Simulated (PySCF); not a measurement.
Coordinates in bohr (charge 0 multiplicity 1):
```
I     0.0000   -0.4641    0.3322
O     0.0000   -2.8742   -2.0842
Cl    4.6735   -0.2961    0.7836
Cl    0.0000    3.5923   -1.8135
Cl   -4.6735   -0.2961    0.7836
```

Method: B3LYP/[I def2-SVP with ECP28, O def2-SVP, Cl def2-SVP], scalar-relativistic core potentials, density fitting, no spin–orbit coupling, PySCF.

This geometry of IOCl₃ is a stationary point at this level.

Question: What is the point group?

Answer: Cs.

Question: Is it a minimum?

Answer: Yes: all harmonic wavenumbers are real.

Question: List the harmonic modes with their infrared intensities.

Answer: 
```tsv
symmetry	ω (cm⁻¹)	IR (km/mol)
a'	71	1.6
a'	98	4.3
a''	127	0.3
a'	184	9.1
a''	240	2.2
a'	275	7.2
a'	318	35.3
a''	340	202
a'	838	25.5
```

Question: Give the ideal-gas entropy at 298.15 K and 1 bar by parts.

Answer: translation 177.6, rotation 123.7, vibration 79.4, spin 0.0; total 380.7 J/(mol K).

Question: What is the atomisation energy, with and without zero-point energy?

Answer: 571 kJ/mol without, 556 kJ/mol with.

This need not be the most stable arrangement of these atoms.
